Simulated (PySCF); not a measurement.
Compound: C₃H₁₄OSi₃.
Cartesian coordinates in Å at the PBE0-D3(BJ)/def2-SVP level; atoms count from 1:
```xyz
21
C3H14OSi3 angstrom
C     -3.155    1.147   -0.766
C     -2.280    0.079   -1.410
C     -1.009   -0.278   -0.615
Si    -1.352   -1.084    1.063
Si     0.209    1.149   -0.474
O      1.661    0.582    0.076
Si     2.982   -0.359    0.364
H     -4.052    1.339   -1.374
H     -2.623    2.105   -0.654
H     -3.496    0.846    0.237
H     -2.881   -0.834   -1.562
H     -1.990    0.413   -2.422
H     -0.447   -1.049   -1.179
H     -2.415   -2.128    0.914
H     -1.817   -0.089    2.079
H     -0.111   -1.731    1.586
H     -0.257    2.195    0.484
H      0.397    1.777   -1.820
H      3.634    0.083    1.631
H      3.956   -0.228   -0.761
H      2.581   -1.793    0.491
```

Level of theory: core-valence-separated Tamm–Dancoff BHandHLYP/aug-pcX-1 (pcseg-1 on H, def2-SVPD on Si) in PySCF, non-relativistic, gas phase, PBE0-D3(BJ)/def2-SVP geometry. The energies are unshifted.

(1) List the oxygen K-edge absorption lines.

(2) List the carbon K-edge absorption lines.

## Answers

(1) 
```
E (eV)       f  core hole on  main final orbital
532.28  0.0011            O6       LUMO+1 (64 %)
533.58  0.0174            O6              spread
533.77  0.0162            O6              spread
533.89  0.0183            O6              spread
534.09  0.0052            O6              spread
534.59  0.0012            O6              spread
534.82  0.0003            O6              spread
```

The first line with a tenth or more of the strongest one's intensity is at 533.58 eV (f = 0.017), with the hole on O6 (siloxane oxygen). The strongest listed is at 533.89 eV (f = 0.018; O6).

(2) 
| E (eV) | f | core hole on | main final orbital |
| --- | --- | --- | --- |
| 285.12 | 0.0162 | C3 | LUMO (33 %) |
| 285.31 | 0.0077 | C1 | LUMO (72 %) |
| 285.61 | 0.0008 | C3 | LUMO+1 (55 %) |
| 285.72 | 0.0113 | C2 | LUMO (75 %) |
| 285.85 | 0.0285 | C3 | spread |
| 286.08 | 0.0285 | C1 | spread |
| 286.18 | 0.0270 | C1 | spread |
| 286.38 | 0.0207 | C2 | LUMO+4 (40 %) |
| 286.39 | 0.0160 | C3 | spread |
| 286.50 | 0.0229 | C3 | spread |
| 286.52 | 0.0067 | C2 | LUMO+1 (57 %) |
| 286.53 | 0.0132 | C1 | LUMO+2 (44 %) |
| 286.63 | 0.0026 | C3 | spread |
| 286.80 | 0.0082 | C3 | spread |
| 286.93 | 0.0021 | C1 | LUMO+1 (57 %) |

The first line with a tenth or more of the strongest one's intensity is at 285.12 eV (f = 0.016), with the hole on C3 (sp3 carbon bound to silicon). The strongest listed is at 285.85 eV (f = 0.029; C3).

Roots within 0.03 eV whose holes lie on the same, on equivalent or on shared atoms are summed into one line, and the highest roots are left out, as the search may have cut off their partners. Final orbitals are the ground state's empty Kohn–Sham orbitals.

**Question.** What is the summed oscillator strength of the listed O K lines, and their intensity-weighted mean energy?

**Answer.** Σf = 0.060 over 7 lines from 532.28 to 534.82 eV; the weighted mean is 533.77 eV. The strongest line holds 31 % of the sum.

Only the lowest roots of each edge were sought.

One conformer stands for the species.
